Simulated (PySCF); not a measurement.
In(OMe)(NH2)2 (CH7InN2O), SMILES [NH2][In]([NH2])[O]C. Geometry optimised at B3LYP-D3(BJ)/def2-SVP. The structure was generated by enumeration; whether it is a known compound was not checked. The def2 effective core potentials stand for the cores of In; spin–orbit coupling is left out. Other conformers were not sampled.

Computed equilibrium geometry at B3LYP-D3(BJ)/def2-SVP (PySCF confirms it by a frequency run) as a Z-matrix (one conformer of several):
```
In
O 1 2.0180
C 2 1.3985 1 123.39
H 3 1.1071 2 109.40 1 169.08
H 3 1.1106 4 106.78 2 -122.83
H 3 1.1122 4 106.42 5 -113.65
N 1 2.0433 2 112.91 3 168.08
H 7 1.0194 1 115.41 2 149.90
H 7 1.0200 8 107.96 1 127.19
N 1 2.0508 2 117.12 3 0.17
H 10 1.0197 1 114.97 2 -157.40
H 10 1.0200 11 107.76 1 -127.90
```
